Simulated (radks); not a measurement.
Values are calculated unless marked as measured or tabulated.
Neutral gold inside a hard spherical wall (all orbitals vanish at R), configuration held at [Xe] 4f14 5d10 6s1 and not refilled when levels cross. Code: a radial shooting solver on a logarithmic mesh with Libxc functionals. Model: scalar-relativistic Kohn-Sham, LDA (Slater exchange, Perdew-Wang correlation), spin-unpolarised, spherical densities, point nucleus. Eigenvalues in eV, with the zero of energy where the potential of the charges vanishes at infinity; a dash marks a level that is unbound or too diffuse for the functional's potential to be trusted. A positive occupied level is held by the wall or, in an anion where self-interaction has pushed it up, behind a barrier. The pressure on the wall is -dE/dV.

R (bohr) = free: E (hartree) -19001.3647; kinetic (hartree) 21260.422; e(4f) -81.582; e(5p) -60.061; e(5d) -7.116; e(6s) -6.083; e(6p, empty) -0.882; e(7s, empty) -; pressure (GPa) 0
R (bohr) = 15: E (hartree) -19001.3647; kinetic (hartree) 21260.422; e(4f) -81.582; e(5p) -60.061; e(5d) -7.116; e(6s) -6.083; e(6p, empty) -0.874; e(7s, empty) 0.447; pressure (GPa) < 0.0001
R (bohr) = 10: E (hartree) -19001.3647; kinetic (hartree) 21260.423; e(4f) -81.575; e(5p) -60.054; e(5d) -7.109; e(6s) -6.076; e(6p, empty) -0.748; e(7s, empty) 1.775; pressure (GPa) 0.00236
R (bohr) = 7: E (hartree) -19001.3605; kinetic (hartree) 21260.461; e(4f) -81.375; e(5p) -59.857; e(5d) -6.926; e(6s) -5.870; e(6p, empty) 0.067; e(7s, empty) 6.275; pressure (GPa) 0.274
R (bohr) = 6: E (hartree) -19001.3481; kinetic (hartree) 21260.549; e(4f) -80.975; e(5p) -59.470; e(5d) -6.572; e(6s) -5.443; e(6p, empty) 1.103; e(7s, empty) 10.720; pressure (GPa) 1.49
R (bohr) = 3.5: E (hartree) -19000.6745; kinetic (hartree) 21263.836; e(4f) -72.194; e(5p) -51.597; e(5d) 0.858; e(6s) 5.488; e(6p, empty) 18.338; e(7s, empty) 63.808; pressure (GPa) 222
R (bohr) = 3: E (hartree) -18999.7067; kinetic (hartree) 21267.963; e(4f) -64.687; e(5p) -45.304; e(5d) 7.403; e(6s) 16.738; e(6p, empty) 33.994; e(7s, empty) 103.90; pressure (GPa) 790
R (bohr) = 2.5: E (hartree) -18996.9764; kinetic (hartree) 21279.020; e(4f) -50.059; e(5p) -33.441; e(5d) 20.991; e(6s) 42.816; e(6p, empty) 68.109; e(7s, empty) 182.68; pressure (GPa) 3410
R (bohr) = 2: E (hartree) -18987.8097; kinetic (hartree) 21314.314; e(4f) -18.737; e(5p) -7.052; e(5d) 53.722; e(6s) 112.41; e(6p, empty) 152.36; e(7s, empty) 358.11; pressure (GPa) 19500
